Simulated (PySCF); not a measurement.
C5H4F2O, SMILES C1OC(F)(F)[C@@H]1C#C.

The structure is a stationary point at B3LYP-D3(BJ)/def2-SVP. The structure was generated by enumeration; whether it is a known compound was not checked.

These are SMD-M06-2X/6-31G* run with PySCF values and carry that method's errors.

Solvation free energies are E(SMD) − E(gas) at the gas-phase geometry, for 1 M in both phases. In vacuum the dipole moment is 3.03 D.

Computed solvation free energies in water, diethylether, cyclohexanone:
```tsv
solvent	ΔG(solv) (kcal/mol)	its non-electrostatic (CDS) part	dipole (D)
water	-3.1	5.5	3.82
diethylether	-5.2	-0.3	3.49
cyclohexanone	-5.6	1.2	3.66
```
